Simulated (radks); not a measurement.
Values are calculated unless marked as measured or tabulated.
Task: Kr29+, configuration [He] 2s2 2p3. Code: a radial shooting solver on a logarithmic mesh with Libxc functionals. Model: scalar-relativistic Kohn-Sham, r2SCAN, spin-polarised, spherical densities, finite nucleus; open shells are filled with parallel spins first; meta-GGA in the generalised Kohn-Sham scheme; Fermi nuclear charge, rms radius 4.1884 fm. Some entries of the table are withheld. Estimate them.

orbital,occ.,eigenvalue (eV),<1/r> (bohr^-1),r(max) (bohr)
1s up,1,-16100.05,36.81,0.02706
1s down,1,-16067.62,36.88,0.02704
2s up,1,-3520.648,8.647,0.1496
2s down,1,-3469.348,8.553,0.1503
2p up,3,(1),8.416,0.1185
2p down,0,(2),8.350,0.1194
3s up,0,(3),3.607,0.3946
3s down,0,(4),3.666,0.3905
3p up,0,-1379.101,3.536,0.3738
3p down,0,-1348.718,3.594,0.3707

Result: 
(1) 2p up eigenvalue (eV): -3352.665
(2) 2p down eigenvalue (eV): -3287.049
(3) 3s up eigenvalue (eV): -1431.123
(4) 3s down eigenvalue (eV): -1401.740
